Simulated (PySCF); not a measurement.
# Working out the ionisation energy of Zn⁺

Zn⁺ [Ar] 3d10 4s1 (2S) → Zn²⁺ [Ar] 3d10 (1S). Computed with PySCF 2.14 in Sapporo-DKH3-DZP-2012 (6s4p3d1f, 40 functions), with the spin-free X2C one-electron Hamiltonian (Gaussian nucleus). Frozen: [Ar]. Energies in hartree (1 hartree = 27.21139 eV):

| part | Zn⁺ (lower) | Zn²⁺ (upper) |
| --- | --- | --- |
| UHF | -1793.937757 | -1793.312998 |
| CCSD correlation | -0.368856 | -0.343649 |
| (T) | -0.006973 | -0.005688 |

Question: What does Hartree-Fock give?

Answer: (-1793.312998) − (-1793.937757) = 0.624759 hartree = 17.001 eV.

Question: What do CCSD and CCSD(T) give?

Answer: The CCSD correlation energies differ by 0.025207 hartree = 0.686 eV and the triples by 0.001285 hartree = 0.035 eV, so CCSD gives 17.687 eV and CCSD(T) 17.722 eV.

Measured between the centres of the two terms (NIST): 17.964 eV, so CCSD(T) (valence) is off by -0.242 eV.

A double-zeta basis recovers only part of the correlation energy.

What remains against the reference includes basis incompleteness, the frozen core and higher excitations.
